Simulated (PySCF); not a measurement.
## Vibration and rotation of TlSe⁺

UHF-CCSD(T) constants of TlSe⁺, ³Σ⁻ (triplet), unpaired electrons π ↑↑ (PySCF, scalar-relativistic core potentials, basis sets Tl cc-pVDZ-PP with ECP60, Se cc-pVDZ-PP with ECP10; masses 204.9744 and 79.9165 u):

| Item | Value |
| --- | --- |
| ωe | 76.7 cm⁻¹ |
| ωexe | 0.414 cm⁻¹ |
| Be | 0.026102 cm⁻¹ |
| αe | 0.000160 cm⁻¹ |
| D (centrifugal) | 1.21e-08 cm⁻¹ |

Question: Give the vibrational terms G(v) and spacings up to v = 6.

Answer: G(v) = ωe(v+½) − ωexe(v+½)².

```tsv
v	G(v) (cm⁻¹)	G(v) − G(v−1)	Bv (cm⁻¹)
0	38.2		0.02602
1	114.1	75.9	0.02586
2	189.2	75.0	0.02570
3	263.4	74.2	0.02554
4	336.8	73.4	0.02538
5	409.3	72.6	0.02522
6	481.1	71.7	0.02506
```

Correlated steps freeze 8 core orbitals. Spin–orbit coupling is left out, which matters for elements this heavy, above all for dissociation energies. The state is the lowest determinant that a PBE0 search found; another state may lie lower at other levels.
